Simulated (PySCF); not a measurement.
Compound: C₇H₇NO.
Numbering: `[CH3:1][C:2](=[O:3])[c:4]1[cH:5][cH:6][cH:7][cH:8][n:9]1` (hydrogens: H10, H11, H12 on C1; H13 on C5; H14 on C6; H15 on C7; H16 on C8)

Geometry (PBE0-D3(BJ)/def2-SVP, Å), atoms numbered from 1 in this order:
```xyz
16
C7H7NO angstrom
C     -2.5566    0.8753    0.3332
C     -1.7500   -0.3331   -0.0431
O     -2.2484   -1.4076   -0.2934
C     -0.2545   -0.1643   -0.1020
C      0.5381   -1.2582   -0.4624
C      1.9164   -1.0846   -0.5139
C      2.4438    0.1673   -0.2031
C      1.5641    1.1937    0.1463
N      0.2465    1.0358    0.1961
H     -3.6220    0.6170    0.3255
H     -2.2519    1.2379    1.3261
H     -2.3502    1.7017   -0.3627
H      0.0498   -2.2070   -0.6905
H      2.5729   -1.9126   -0.7922
H      3.5199    0.3513   -0.2294
H      1.9486    2.1890    0.3964
```

The closed-shell ground state was solved at several levels (PySCF, density fitting, gas phase, non-relativistic).

| level | basis functions | HOMO (eV) | LUMO (eV) | gap (eV) | dipole (D) |
| --- | --- | --- | --- | --- | --- |
| CAM-B3LYP/def2-SVPD | 239 | -8.73 | -0.87 | 7.86 | 3.27 |
| PBE0/pcSseg-1 | 188 | -7.25 | -1.91 | 5.34 | 3.16 |
| PBE/pcSseg-1 | 188 | -5.62 | -2.81 | 2.81 | 3.03 |

Task: What might B3LYP/pcJ-1 (313 basis functions) give for the same quantities?

Result: HOMO -6.98 eV, LUMO -2.08 eV, gap 4.90 eV, dipole 3.19 D.

Task: Over all these levels, which gives the widest orbital gap and which the narrowest?

Result: CAM-B3LYP/def2-SVPD (range-separated hybrid) has the widest, 7.86 eV, and PBE/pcSseg-1 (GGA) the narrowest, 2.81 eV. Functional and basis both differ between the two, so the spread mixes both effects.

Task: How far do the dipole and the HOMO energy spread over the levels?

Result: The dipole runs from 3.03 to 3.27 D (mean 3.16 D) and the HOMO from -8.73 to -5.62 eV.

One conformer stands for the species.
